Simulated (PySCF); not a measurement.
Q: Give a PBE0-D3(BJ)/def2-SVP geometry of `O[Si@@H]1C[SiH2][C@@H]1F`.

A: 
Z-matrix in Å and degrees, rows numbered from 1:
```
O 
Si  1  1.6661
C   2  1.8871  1  111.65
Si  3  1.9043  2   88.12  1   -87.42
C   2  1.9146  1  104.61  3   -96.13
F   5  1.3883  2  114.58  1   -25.38
H   1  0.9651  2  112.14  3   115.24
H   2  1.4932  1  110.88  3   132.91
H   3  1.0995  2  116.69  1    31.94
H   3  1.1026  2  112.76  1   158.73
H   4  1.4951  3  116.72  2  -137.90
H   4  1.4919  3  112.25  2    93.70
H   5  1.1057  2  115.09  1  -153.50
```

Si2 (oxygen-bound silicon) has angles from 90.2° to 120.2°. Si4 (SiH2 silicon) has angles from 89.2° to 116.7°. Of the pairs four or more bonds apart, F6···H7 is among the closest relative to their van der Waals radii: 2.43 Å, 91 % of the sum of Bondi's values. The 4-membered ring Si2–C3–Si4–C5 has internal angles of 86.6° to 90.2°; it is puckered, 0.15 Å rms from its mean plane, widest ring torsion 18°.

Method used: PySCF 2.14.0, PBE0-D3(BJ)/def2-SVP geometry optimisation, gas phase.

Point group: C1 (no symmetry element, even within 0.4 Å). No frequency check. One conformer, not necessarily the lowest (H–O1–Si2–C3 115°, O1–Si2–C3–Si4 -87°, Si2–C3–Si4–C5 -18°, C3–Si4–C5–F6 134°, O1–Si2–C5–Si4 94°).
